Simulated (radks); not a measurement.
The numbers below are computed, except where a source is named.
Q: Ionisation of the antimony ion Sb+, [Kr] 4d10 5s2 5p2, to [Kr] 4d10 5s2 5p1 as the strength of local exchange is varied. Code: a radial shooting solver on a logarithmic mesh with Libxc functionals. Model: scalar-relativistic Kohn-Sham, Slater X-alpha exchange (alpha = 2/3 is LDA exchange), no correlation, spin-polarised, spherical densities, finite nucleus; open shells are filled with parallel spins first (spin-orbit coupling, left out, can overturn this in heavy ions); Fermi nuclear charge, rms radius 4.6802 fm.

alpha  E(Sb+) (hartree)  exchange (hartree)  IE (eV)  -e of the level emptied (eV)  <r> of it (bohr)
0.618       -6459.01616          -147.57557   15.217                   11.363 (5p)             2.720
0.62        -6459.49490          -148.06373   15.238                   11.384 (5p)             2.718
0.667       -6470.75506          -159.55486   15.741                   11.864 (5p)             2.685
0.791       -6500.55328          -190.05173   17.106                   13.175 (5p)             2.604
0.86        -6517.19136          -207.13460   17.888                   13.931 (5p)             2.561
x           -6443.71462          -131.99057   14.545                   10.724 (5p)             2.766

Which alpha was used in the last row?

A: alpha = 0.554. NIST Atomic Spectra Database: 16.63 eV (measured). The Delta-SCF value meets it near alpha = 0.75. Open shells are spherical and high-spin; term and fine-structure splittings are not resolved. Spin-orbit splitting is averaged out at the scalar-relativistic level.
